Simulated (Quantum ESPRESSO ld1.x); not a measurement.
Values are calculated unless marked as measured or tabulated.
Problem. All-electron atom: Sb4+ in [Kr] 4d10 6s1 (not the ground configuration). Level of theory: Dirac Kohn-Sham, PW91, spin-unpolarised, spherical densities, point nucleus (ld1.x of Quantum ESPRESSO 7.5).

Spin-orbit splittings of the eigenvalues, e(l+1/2) - e(l-1/2), with zeta = 2 splitting/(2l+1) and mean radii in bohr:

shell  occ.  splitting (eV)  zeta (eV)  <r> j=l-1/2  <r> j=l+1/2
2p        6           251.9      168.0       0.1032       0.1087
3p        6           46.49      30.99       0.3208       0.3321
3d       10           9.663      3.865       0.3033       0.3069
4p        6           8.653      5.768       0.8297       0.8581
4d       10               ?          ?       0.9978        1.009

Estimate the 4d splitting.

Solution. 1.290 eV (zeta = 0.5161 eV).
